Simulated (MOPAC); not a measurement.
Input for MOPAC: PM7 on C3H4 (SMILES [CH]C=C), 2S+1 = 3, a spin state set in the input, which need not be the lowest.

```
PM7 1SCF PRECISE CHARGE=0 UHF MS=1 THREADS=1
C3H4

C     -1.17470736 1     0.29075072 1    -0.46019936 1
C     -0.09831460 1    -0.36983274 1     0.04544107 1
C      1.13195193 1     0.17989873 1     0.34545651 1
H     -2.18157747 1     0.03334489 1    -0.74673959 1
H     -0.22691732 1    -1.44071664 1     0.22993543 1
H      1.92914362 1    -0.42947831 1     0.74553038 1
H      1.32577134 1     1.23194975 1     0.18708442 1
```

Program output:

```
*******************************************************************************
 **                                                                           **
 **                              MOPAC v23.2.5                                **
 **                                                                           **
 *******************************************************************************
 ** MOPAC's Digital Object Identifier: https://doi.org/10.5281/zenodo.6511958 **
 **                                                                           **
 ** Please cite the open-source release paper for use of this MOPAC version:  **
 ** J. E. Moussa and J. J. P. Stewart (2026)                                  **
 ** MOPAC: An open-source semiempirical molecular orbital program             **
 ** J. Open Source Softw., 11(119), 8025, https://doi.org/10.21105/joss.08025 **
 *******************************************************************************

                              PM7 CALCULATION RESULTS

 *******************************************************************************
 *  PM7        - The PM7 Hamiltonian to be used
 *  UHF        - UNRESTRICTED HARTREE-FOCK CALCULATION
 *
 *
 *
 *                 CHARGE ON SYSTEM = 0
 *
 *
 *
 *  MS=        - IN MECI, MAGNETIC COMPONENT OF SPIN =  1.0
 *  PRECISE    - TIGHTER CRITERIA TO BE USED
 *  1SCF       - DO 1 SCF AND THEN STOP
 *  THREADS=1  - MULTI-THREADING NOT USED
 *  T=         - A TIME OF 172800.0 SECONDS REQUESTED
 *  DUMP=N     - RESTART FILE WRITTEN EVERY 7200.0 SECONDS REQUESTED
 *******************************************************************************
PM7 1SCF PRECISE CHARGE=0 UHF MS=1 THREADS=1
 C3H4

   ATOM   CHEMICAL          X               Y               Z
  NUMBER   SYMBOL      (ANGSTROMS)     (ANGSTROMS)     (ANGSTROMS)

     1       C         -1.17470736  *   0.29075072  *  -0.46019936  *
     2       C         -0.09831460  *  -0.36983274  *   0.04544107  *
     3       C          1.13195193  *   0.17989873  *   0.34545651  *
     4       H         -2.18157747  *   0.03334489  *  -0.74673959  *
     5       H         -0.22691732  *  -1.44071664  *   0.22993543  *
     6       H          1.92914362  *  -0.42947831  *   0.74553038  *
     7       H          1.32577134  *   1.23194975  *   0.18708442  *



          CARTESIAN COORDINATES

    NO.       ATOM           X           Y           Z

     1         C         -1.1747      0.2908     -0.4602
     2         C         -0.0983     -0.3698      0.0454
     3         C          1.1320      0.1799      0.3455
     4         H         -2.1816      0.0333     -0.7467
     5         H         -0.2269     -1.4407      0.2299
     6         H          1.9291     -0.4295      0.7455
     7         H          1.3258      1.2319      0.1871

 General Reference for PM7:
 "Optimization of Parameters for Semiempirical Methods VI: More Modifications to the
 NDDO Approximations and Re-optimization of Parameters", J. J. P. Stewart, J. Mol. Mod., 1:32, 19 (2013)
 https://link.springer.com/article/10.1007/s00894-012-1667-x

           Empirical Formula: C3 H4  =     7 atoms



      MOLECULAR POINT GROUP   :   Cs


          UHF CALCULATION, NO. OF ALPHA ELECTRONS =    9
                           NO. OF BETA  ELECTRONS =    7

 -------------------------------------------------------------------------------
 PM7 1SCF PRECISE CHARGE=0 UHF MS=1 THREADS=1
 C3H4



     1SCF WAS SPECIFIED, SO BFGS WAS NOT USED
     SCF FIELD WAS ACHIEVED


                              PM7 CALCULATION
                                                       MOPAC v23.2.5 Linux




          FINAL HEAT OF FORMATION =         80.33764 KCAL/MOL =     336.13267 KJ/MOL


          COSMO AREA              =         88.18 SQUARE ANGSTROMS
          COSMO VOLUME            =         70.56 CUBIC ANGSTROMS

          IONIZATION POTENTIAL    =          9.023744 EV
          ALPHA SOMO LUMO (EV)    =         -9.024  1.095
          BETA  SOMO LUMO (EV)    =        -11.312 -0.015
          NO. OF ALPHA ELECTRONS  =          9
          NO. OF BETA  ELECTRONS  =          7
          MOLECULAR WEIGHT        =         40.0646         POINT GROUP:  Cs

          MOLECULAR DIMENSIONS (Angstroms)

            Atom       Atom       Distance
            H     6    H     4     4.39762
            H     7    H     5     2.86714
            C     1    C     2     0.00000


          SCF CALCULATIONS        =          1





   ATOM   CHEMICAL          X               Y               Z
  NUMBER   SYMBOL      (ANGSTROMS)     (ANGSTROMS)     (ANGSTROMS)

     1       C         -1.17470736  *   0.29075072  *  -0.46019936  *
     2       C         -0.09831460  *  -0.36983274  *   0.04544107  *
     3       C          1.13195193  *   0.17989873  *   0.34545651  *
     4       H         -2.18157747  *   0.03334489  *  -0.74673959  *
     5       H         -0.22691732  *  -1.44071664  *   0.22993543  *
     6       H          1.92914362  *  -0.42947831  *   0.74553038  *
     7       H          1.32577134  *   1.23194975  *   0.18708442  *

                             CARTESIAN COORDINATES

   1    C       -1.174707360     0.290750720    -0.460199360
   2    C       -0.098314600    -0.369832740     0.045441070
   3    C        1.131951930     0.179898730     0.345456510
   4    H       -2.181577470     0.033344890    -0.746739590
   5    H       -0.226917320    -1.440716640     0.229935430
   6    H        1.929143620    -0.429478310     0.745530380
   7    H        1.325771340     1.231949750     0.187084420


           Empirical Formula: C3 H4  =     7 atoms



      MOLECULAR POINT GROUP   :   Cs


          ALPHA EIGENVALUES
 -27.58124 -22.98804 -18.60236 -16.62137 -14.31878 -13.08012 -12.21223  -9.97897
  -9.02374   1.09516   4.90392   5.03018   5.70572   6.06801   6.14304   6.28777


           BETA EIGENVALUES
 -27.37213 -22.53719 -18.12387 -16.32908 -13.96895 -12.72541 -11.31245  -0.01470
   0.61789   2.20793   5.13428   5.27043   5.78461   6.26912   6.35890   6.52757


              NET ATOMIC CHARGES AND DIPOLE CONTRIBUTIONS

  ATOM NO.   TYPE          CHARGE      No. of ELECS.   s-Pop       p-Pop
    1          C          -0.141814        4.1418     1.23378     2.90803
    2          C          -0.185469        4.1855     1.07091     3.11456
    3          C          -0.273912        4.2739     1.10797     3.16594
    4          H           0.150666        0.8493     0.84933
    5          H           0.159960        0.8400     0.84004
    6          H           0.141903        0.8581     0.85810
    7          H           0.148666        0.8513     0.85133
 DIPOLE           X         Y         Z       TOTAL
 POINT-CHG.    -0.093    -0.601     0.096     0.616
 HYBRID        -0.052    -0.262     0.038     0.270
 SUM           -0.145    -0.863     0.135     0.886


          ATOMIC ORBITAL ELECTRON POPULATIONS

     Atom    s        px        py        pz
    1  C   1.23378   1.00657   0.93971   0.96175
    2  C   1.07091   1.00698   1.07517   1.03241
    3  C   1.10797   1.02927   1.11788   1.01879
    4  H   0.84933
    5  H   0.84004
    6  H   0.85810
    7  H   0.85133


                    (SZ)    =    1.000000
                    (S**2)  =    2.129658


          ATOMIC ORBITAL SPIN POPULATIONS

    Atom   Total    s     px     py     pz
         Atomic
    1  C  1.6748  0.128  0.137  0.806  0.604
    2  C -0.4332 -0.021 -0.069 -0.037 -0.306
    3  C  0.7597  0.024  0.099  0.052  0.585
    4  H -0.0159 -0.016
    5  H  0.0597  0.060
    6  H -0.0228 -0.023
    7  H -0.0222 -0.022

 **********************
 *                    *
 * JOB ENDED NORMALLY *
 *                    *
 **********************




 == MOPAC DONE ==
```

The run finished. Its determinant has ⟨S²⟩ = 2.13, a mixture of spin states.

Cost: very roughly 0.04 core-seconds.
